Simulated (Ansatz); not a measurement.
Saddle point of SiNH4Cl3, singlet (SiHCl₃ ([Cl][SiH]([Cl])[Cl]) + NH₃ → SiNH₂Cl₃ ([NH2][Si]([Cl])([Cl])[Cl]) + H₂; bonds formed: H2–H6; dative contacts that become bonds: Si1–N7; bonds broken: Si1–H2, H6–N7), PBE0-D4/def2-TZVP structure:

Si1  (-0.452, 0.512, -0.133)
H2  (-1.209, -1.063, -0.097)
Cl3  (-1.052, 0.573, -2.094)
Cl4  (-1.679, 0.954, 1.451)
Cl5  (0.698, 2.273, -0.118)
H6  (-0.191, -1.298, 0.105)
N7  (0.911, -0.664, 0.230)
H8  (1.345, -0.557, 1.142)
H9  (1.629, -0.730, -0.485)
(Å)

Energies are electronic, without zero-point energy. Barriers and step energies count from the start structure reached by relaxing down the imaginary mode; all methods use the PBE0-D4 structures, on which another method's saddle can fall below an end. Program: Ansatz 0.2.0. Basis: def2-TZVPP, with def2-QZVPP for the basis limit. Cores are frozen in the correlated methods. B3LYP uses VWN-RPA correlation. Extrapolation: Hartree–Fock as exp(−7.88 √X), correlation as X^−2.97.

| method | barrier (kcal/mol) | step energy (kcal/mol) |
| --- | --- | --- |
| SPW92 | 32.74 | -1.38 |
| PBE-D4 | ? | -6.14 |
| BLYP-D4 | 39.98 | -9.53 |
| r2SCAN-D4 | 39.19 | -7.88 |
| B97M-V | 40.98 | -8.28 |
| PBE0-D4 | 40.18 | -6.26 |
| B3LYP-D4 | 42.31 | -9.26 |
| r2SCAN0-D4 | ? | -7.57 |
| BHLYP-D4 | ? | -9.27 |
| CAM-B3LYP-D4 | 43.23 | -8.85 |
| wB97X-V | 43.67 | -7.60 |
| wB97M-V | 43.20 | -7.53 |
| B2PLYP | 43.57 | -9.17 |
| PBE-QIDH | 42.93 | -6.95 |
| RPA on PBE | 44.41 | -7.96 |
| HF | 54.79 | -12.69 |
| MP2 | 43.36 | -8.82 |
| CCSD | 46.32 | -8.43 |
| CCSD(T) | 44.51 | -8.09 |

Problem. Fill in the withheld barriers. (To be estimated.)

Solution. By the calculation: BHLYP-D4 46.47; r2SCAN0-D4 41.59; PBE-D4 36.92 kcal/mol. Each is the energy of the saddle less that of the start structure, by the same method.

For comparison, the barrier by CCSD(T) at an estimated basis limit (MP2 extrapolated from triple and quadruple zeta, plus CCSD(T) − MP2 in triple zeta) is 44.24 kcal/mol.

No T1 diagnostic of these runs exceeds 0.010.

Labels in which every atom is bracketed show which atoms are joined, not bond orders.

For scale, one of the runs: CCSD(T)/def2-TZVPP, 255 basis functions, launched by `ansatz run in.yaml --threads 8 --pin off --events-out ev --progress --plain --max-ram 19148MiB`. Time: 120 s of wall clock on 8 CPU threads of an Intel Xeon; the host was shared. Peak host memory: 5.2 GiB.
